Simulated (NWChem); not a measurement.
Molecule: AlAsH4; SMILES [AlH2][AsH2]

Program: NWChem. Geometry: optimised at PBE0/def2-SVP. B3LYP is NWChem's, with the RPA form of VWN correlation. Vertical excitations in the gas phase; the lowest state need not have the same character in each row.

```
level                            lowest excitation, singlet (eV)  oscillator strength of that lowest state  orbital gap (eV)
-------------------------------  -------------------------------  ----------------------------------------  ----------------
PBE/def2-SVPD, full TDDFT                                   3.88                                     0.014              3.68
B3LYP/def2-SVPD, full TDDFT                                 4.13                                     0.013              5.04
Hartree-Fock/def2-SVPD, TDHF                                5.09                                     0.017             10.45
BHandHLYP/def2-SVPD, full TDDFT                             4.52                                     0.014              7.10
```
